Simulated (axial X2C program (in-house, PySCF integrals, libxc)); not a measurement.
# Outer orbitals of SnO⁻ at 1.881 Å, LDA

Calculated with an in-house relativistic program for diatomic molecules. Spin-free means the one-electron spin-free X2C Hamiltonian; two-component (2c) means X2C with spin–orbit coupling and atomic mean-field two-electron Coulomb and Gaunt terms, so the difference of the two also holds small scalar two-electron terms. Basis: Sn dyall-acv3z [12s13p10d5f1g], O dyall-av3z [7s6p3d2f] (cores contracted in-house); Gaussian nuclei, density fitting, unrestricted open shells. Masses: Sn 119.902 u, O 15.995 u.

The distance is close to the 2c PBE0 minimum; the highest filled and lowest empty levels are listed.

Spin-free orbitals, state M_S = 1/2, Λ = 1 (beyond evenly filled blocks: π+α) (Löwdin shares):

```tsv
symmetry	occupied	ε (eV)	atomic character
δ-α	yes	-20.24	100% Sn d
δ+α	yes	-20.24	100% Sn d
δ-β	yes	-20.17	100% Sn d
δ+β	yes	-20.17	100% Sn d
π+α	yes	-20.07	99% Sn d
π-α	yes	-20.07	99% Sn d
π+β	yes	-20.04	99% Sn d
π-β	yes	-20.04	99% Sn d
σα	yes	-15.53	70% O s, 13% Sn d, 7% Sn p
σβ	yes	-15.34	70% O s, 13% Sn d, 7% Sn p
σα	yes	-5.40	56% Sn s, 31% O p, 6% O s
σβ	yes	-5.14	55% Sn s, 32% O p, 6% O s
π+α	yes	-1.51	76% O p, 18% Sn p, 3% Sn d
π-α	yes	-1.51	76% O p, 18% Sn p, 3% Sn d
σα	yes	-1.42	55% O p, 24% Sn p, 15% Sn s
π-β	yes	-1.26	77% O p, 17% Sn p, 3% Sn d
π+β	yes	-1.26	77% O p, 17% Sn p, 3% Sn d
σβ	yes	-1.24	54% O p, 24% Sn p, 16% Sn s
π+α	yes	1.53	69% Sn p, 16% O p, 9% Sn d
π-α	no	1.53	69% Sn p, 16% O p, 9% Sn d
π+β	no	1.90	73% Sn p, 14% O p, 8% Sn d
π-β	no	1.90	73% Sn p, 14% O p, 8% Sn d
σα	no	2.34	74% Sn p, 23% Sn s
```

The highest filled level is positive, so this functional does not bind it, and the empty levels of an anion are set by the basis. A filled and an empty partner (Λ and −Λ, same spin) share one energy because the functional has no current term.

Spinors with spin–orbit coupling (state Ω = 1/2):

```csv
ω,occupied,ε (eV),atomic character,λ mixture
-1/2,yes,-20.77,"94% Sn d, 4% O s","67% σ, 33% π"
1/2,yes,-20.76,"95% Sn d, 3% O s","63% σ, 37% π"
3/2,yes,-20.68,100% Sn d,"85% δ, 15% π"
-3/2,yes,-20.63,100% Sn d,"83% δ, 17% π"
1/2,yes,-19.82,"95% Sn d, 3% O s","63% π, 37% σ"
-1/2,yes,-19.81,"95% Sn d, 3% O s","67% π, 33% σ"
-5/2,yes,-19.73,100% Sn d,100% δ
5/2,yes,-19.66,100% Sn d,100% δ
-3/2,yes,-19.59,99% Sn d,"83% π, 17% δ"
3/2,yes,-19.57,99% Sn d,"85% π, 15% δ"
-1/2,yes,-15.44,"70% O s, 13% Sn d, 7% Sn p",100% σ
1/2,yes,-15.23,"70% O s, 13% Sn d, 7% Sn p",100% σ
-1/2,yes,-5.31,"56% Sn s, 31% O p, 6% O s",100% σ
1/2,yes,-5.04,"55% Sn s, 32% O p, 6% O s",100% σ
1/2,yes,-1.48,"74% O p, 20% Sn p, 2% Sn d","96% π, 4% σ"
-3/2,yes,-1.39,"77% O p, 17% Sn p, 3% Sn d",100% π
-1/2,yes,-1.37,"57% O p, 24% Sn p, 13% Sn s","87% σ, 13% π"
-1/2,yes,-1.18,"74% O p, 18% Sn p, 3% Sn d","87% π, 13% σ"
1/2,yes,-1.14,"55% O p, 23% Sn p, 16% Sn s","96% σ, 4% π"
3/2,yes,-1.12,"77% O p, 16% Sn p, 3% Sn d",100% π
1/2,yes,1.53,"68% Sn p, 18% O p, 10% Sn d",100% π
-3/2,no,1.66,"71% Sn p, 15% O p, 9% Sn d",100% π
-1/2,no,1.90,"71% Sn p, 16% O p, 8% Sn d",100% π
3/2,no,2.02,"76% Sn p, 13% O p, 8% Sn d",100% π
-1/2,no,2.38,"75% Sn p, 22% Sn s",100% σ
```

The highest filled level is positive, so this functional does not bind it, and the empty levels of an anion are set by the basis.

How does the gap between the highest filled and lowest empty level change from the spin-free to the 2c table?

From 0.00 to 0.13 eV at LDA, a change of 0.13 eV.

Mulliken charges and populations of the two-component result (they depend on the basis, above all on diffuse functions):

Sn -0.05 e (s 9.88 p 20.06 d 20.08 f 0.03), O -0.95 e (s 4.03 p 4.89 d 0.03). ⟨Lz⟩ = 1.00 ħ and ⟨Sz⟩ = -0.50 ħ (-0.45 and -0.05 on the two atoms), which add up to Ω.

Occupations by symmetry block were frozen at the best pattern of an incomplete PBE0 search. Density functionals use the spin component along the axis (collinear). The functionals have no current-density term, which raises determinants with orbital currents, atoms included. The highest occupied level of some functionals is positive through self-interaction error; at Hartree–Fock it is bound.
